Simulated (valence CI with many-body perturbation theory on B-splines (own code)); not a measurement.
E1 line list for Cs LI

Computed by configuration interaction combined with many-body perturbation theory (CI+MBPT): three valence electrons over a frozen Dirac-Fock core [He], a basis of 11 s, 11 p, 10 d, 8 f, 5 g, 2 h functions for each j, with the one-electron correlation potential Σ1 (screened to all orders), the two-electron term Σ2, the three-electron term Σ3, Breit, model QED; selected single and double excitations, second order for the rest, scaled by the run's own slope (own B-spline code, finite nucleus).

No measured spectrum was set against this ion. As an estimate, large intervals hold to a few tenths of a per cent, small ones and those within an open d or f shell to about a per cent.

Lines 151 to 200 of 504 in falling wavelength, among levels below 7824.5 eV, chosen from the strongest by gf and those to the six lowest levels. Wavelengths and rates use the calculated energies. Electric multipoles are in the length gauge with retardation, E1 and E2 with the static RPA response of the core. Weak lines are less certain than strong ones. Lines between different terms over intervals too small for the method are left out, as are lines whose strength nearly cancels. The highest levels of a list are the least certain.

Levels are named by their leading jj configuration (3d3/2^4 stands for four electrons in 3d with j = 3/2), which in mixed levels can hold well under half, so a name can repeat and another be missing. Letters in brackets count levels of one name in rising energy.

```tsv
λ vac (Å)	Upper	Lower	A (s⁻¹)	log gf	Branch %
21.65	(2s 2p3/2 3s) J=1/2	(2s^2 3s) J=1/2	8.51e+11	-0.92	0.9
21.63	(2p1/2 2p3/2 3d3/2) J=5/2 [a]	(2s 2p1/2 3d3/2) J=3/2 [a]	2.43e+11	-0.99	0.5
21.62	(2p1/2 2p3/2 3p3/2) J=5/2 [b]	(2s 2p1/2 3p3/2) J=3/2 [b]	2.49e+11	-0.98	0.2
21.60	(2s 2p3/2 3p1/2) J=3/2 [b]	(2s^2 3p1/2) J=1/2	7.74e+11	-0.66	0.9
21.58	(2p3/2^2 3d3/2) J=3/2 [b]	(2s 2p3/2 3d3/2) J=5/2 [b]	4.34e+11	-0.92	0.1
21.57	(2s 2p3/2 3d5/2) J=5/2 [b]	(2s^2 3d5/2) J=5/2	7.81e+11	-0.49	0.1
21.57	(2s 2p3/2 3d3/2) J=3/2 [b]	(2s^2 3d3/2) J=3/2	6.95e+11	-0.71	0.1
21.51	(2s 2p3/2 3s) J=3/2 [b]	(2s^2 3s) J=1/2	7.88e+11	-0.66	1.7
21.50	(2s 2p3/2 3p3/2) J=3/2 [b]	(2s^2 3p3/2) J=3/2	7.40e+11	-0.69	0.9
21.49	(2p1/2 2p3/2 3d5/2) J=7/2 [b]	(2s 2p1/2 3d5/2) J=7/2	2.61e+11	-0.84	0.0
21.48	(2s 2p3/2 3d5/2) J=3/2 [b]	(2s^2 3d5/2) J=5/2	8.79e+11	-0.61	0.2
21.45	(2s 2p3/2 3p3/2) J=1/2 [b]	(2s^2 3p3/2) J=3/2	7.49e+11	-0.99	17.0
21.45	(2p1/2 2p3/2 3s) J=5/2	(2s 2p1/2 3s) J=3/2	3.84e+11	-0.80	1.1
21.43	(2p1/2 2p3/2 3s) J=3/2 [a]	(2s 2p1/2 3s) J=1/2 [a]	4.08e+11	-0.95	0.9
21.42	(2s 2p3/2 3d3/2) J=1/2 [b]	(2s^2 3d3/2) J=3/2	8.23e+11	-0.95	0.2
21.37	(2p3/2^2 3s) J=3/2	(2s 2p3/2 3s) J=3/2 [a]	5.34e+11	-0.83	0.7
21.24	(2p3/2^2 3d3/2) J=7/2	(2s 2p3/2 3d3/2) J=7/2	4.43e+11	-0.62	0.1
21.24	(2p3/2^2 3p3/2) J=7/2	(2s 2p3/2 3p3/2) J=7/2	5.12e+11	-0.56	0.4
21.23	(2p3/2^2 3p1/2) J=3/2	(2s 2p3/2 3p1/2) J=3/2 [a]	5.47e+11	-0.83	0.3
21.22	(2p3/2^2 3p1/2) J=5/2	(2s 2p3/2 3p1/2) J=5/2	5.22e+11	-0.67	0.3
21.18	(2p3/2^2 3d5/2) J=9/2	(2s 2p3/2 3d5/2) J=9/2	4.75e+11	-0.50	20.2
21.14	(2p1/2 2p3/2^2) J=3/2	(2s 2p1/2 2p3/2) J=5/2	7.95e+10	-1.67	6.2
21.10	(2p3/2^2 3d3/2) J=5/2	(2s 2p3/2 3d3/2) J=5/2 [a]	3.28e+11	-0.88	0.1
21.05	(2p3/2^2 3d5/2) J=5/2 [a]	(2s 2p3/2 3d5/2) J=7/2 [a]	2.78e+11	-0.95	0.1
21.05	(2s 2p1/2 2p3/2) J=1/2	(2s^2 2p1/2) J=1/2	9.95e+11	-0.88	99.1
21.05	(2s 2p1/2 2p3/2) J=3/2 [b]	(2s^2 2p1/2) J=1/2	8.00e+11	-0.67	99.2
20.99	(2p3/2^2 3s) J=5/2	(2s 2p3/2 3s) J=5/2	5.47e+11	-0.66	2.4
20.86	(2p1/2 2p3/2^2) J=1/2	(2s 2p1/2 2p3/2) J=3/2 [b]	1.02e+12	-0.87	68.8
20.86	(2p1/2 2p3/2^2) J=1/2	(2s 2p1/2 2p3/2) J=1/2	4.25e+11	-1.26	28.6
20.69	(2s 2p3/2^2) J=1/2	(2s^2 2p3/2) J=3/2	8.20e+11	-0.98	99.8
20.66	(2s 2p3/2^2) J=3/2	(2s^2 2p3/2) J=3/2	1.40e+12	-0.45	98.5
20.65	(2p1/2^2 2p3/2) J=3/2	(2s 2p1/2^2) J=1/2	5.85e+11	-0.82	88.2
20.45	(2p1/2 2p3/2^2) J=5/2	(2s 2p1/2 2p3/2) J=5/2	5.81e+11	-0.66	51.4
20.04	(2p1/2 2p3/2^2) J=3/2	(2s 2p1/2 2p3/2) J=3/2 [a]	6.61e+11	-0.80	51.4
7.323	(2s 2p3/2 4p1/2) J=5/2	(2s 2p3/2 3d3/2) J=7/2	2.37e+12	-0.94	3.2
7.260	(2p1/2^2 4s) J=1/2	(2p1/2^2 3p3/2) J=3/2	1.34e+13	-0.67	34.6
7.256	(2s 2p3/2 4s) J=5/2	(2s 2p3/2 3p3/2) J=5/2 [a]	2.99e+12	-0.85	7.7
7.250	(2s 2p1/2 4p3/2) J=5/2	(2s 2p1/2 3d5/2) J=7/2	2.49e+12	-0.93	11.0
7.245	(2s 2p1/2 4s) J=3/2	(2s 2p1/2 3p3/2) J=5/2	1.02e+13	-0.49	21.9
7.245	(2s 2p1/2 4s) J=1/2 [a]	(2s 2p1/2 3p3/2) J=3/2 [a]	1.35e+13	-0.67	31.4
7.243	(2s^2 4s) J=1/2	(2s^2 3p3/2) J=3/2	1.22e+13	-0.72	26.0
7.237	(2s 2p1/2 4s) J=1/2 [b]	(2s 2p1/2 3p3/2) J=3/2 [b]	7.86e+12	-0.91	19.5
7.229	(2s 2p3/2 4s) J=3/2	(2s 2p3/2 3p3/2) J=5/2 [a]	3.71e+12	-0.93	7.4
7.200	(2s 2p1/2 4f7/2) J=7/2 [a]	(2s 2p1/2 3d5/2) J=5/2 [b]	5.41e+12	-0.47	5.7
7.194	(2s 2p3/2 4s) J=5/2	(2s 2p3/2 3p3/2) J=7/2	8.84e+12	-0.39	22.9
7.175	(2s 2p3/2 4s) J=3/2	(2s 2p3/2 3p3/2) J=3/2 [a]	4.27e+12	-0.88	8.5
7.132	(2s 2p1/2 4f5/2) J=7/2	(2s 2p1/2 3d5/2) J=5/2 [b]	3.79e+12	-0.64	3.9
7.129	(2s 2p1/2 4f5/2) J=5/2 [b]	(2s 2p1/2 3d5/2) J=3/2	3.21e+12	-0.83	3.3
7.129	(2s 2p1/2 4f5/2) J=5/2 [b]	(2s 2p1/2 3d5/2) J=5/2 [b]	2.63e+12	-0.92	2.7
7.128	(2p1/2^2 4f5/2) J=5/2	(2p1/2^2 3d5/2) J=5/2	5.78e+12	-0.58	6.0
```

Problem. How does gf follow from A for the line at 21.62 Å?

Solution. gf = 1.4992 × (2J+1)_upper × A / σ², with σ = 4626412 cm⁻¹ and 2J+1 = 6: gf = 0.105.
